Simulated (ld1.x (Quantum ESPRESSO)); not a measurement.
Which change was made? (B, TM)

ld1.x (Quantum ESPRESSO) 7.5 input, shortened:

```
&input
   title='B', zed=5., rel=1, dft='PBE', iswitch=3,
   config='[He] 2s2 2p1'
 /
 &inputp
   pseudotype=2, tm=.true., lloc=-1, rcloc=1.40,
   nlcc=.true., rcore=1.00
 /
2
2S  1  0   2.00   0.00  1.35  1.35  0.0
2P  2  1   1.00   0.00  3.10  3.10  0.0
 &test
   configts(1)='2s2 2p1'
 /
```

Cutoffs, loose and tight: the cutoffs (Ry, on a coarse ladder) from which the occupation-weighted sum of valence levels, in a spherical-Bessel basis at the reference potential, stays within 10 and 1 mRy of its value at 400 Ry. They do not see the model core or the augmentation charge, which bear on the density cutoff. Test errors are all-electron minus pseudo excitation energies from the reference, over the configurations 2s2 2p0; 2s1 2p0; 2s2 2p0.5; 2s0 2p3; 2s1 2p1; 2s2 2p1.3; 2s1 2p2; variants that change the core or the reference have their own tests.

The base gives: outcome: generated; cutoff, loose: 21 Ry; cutoff, tight: 55 Ry; bound ghosts: none; largest test error (meV): +298.

Question: After one change the result is: outcome: generated; cutoff, loose: 70 Ry; cutoff, tight: 160 Ry; bound ghosts: none; largest test error (meV): +300. Which change was it?
A. wave 2s (bound): rc 1.35 bohr becomes 2s (bound): rc 1.86 bohr
B. wave 2s (bound): rc 1.35 bohr becomes 2s (bound): rc 0.94 bohr
C. wave 2s (bound): rc 1.35 bohr becomes 2s (bound): rc 1.68 bohr
D. wave 2s (bound): rc 1.35 bohr becomes 2s (bound): rc 1.08 bohr

Answer: B. The others give: wave 2s (bound): rc 1.35 bohr becomes 2s (bound): rc 1.68 bohr → outcome: generated; cutoff, loose: 18 Ry; cutoff, tight: 40 Ry; bound ghosts: none; largest test error (meV): +300 | wave 2s (bound): rc 1.35 bohr becomes 2s (bound): rc 1.08 bohr → outcome: generated; cutoff, loose: 25 Ry; cutoff, tight: 70 Ry; bound ghosts: none; largest test error (meV): +298 | wave 2s (bound): rc 1.35 bohr becomes 2s (bound): rc 1.86 bohr → outcome: generated; cutoff, loose: 15 Ry; cutoff, tight: 35 Ry; bound ghosts: none; largest test error (meV): +303.
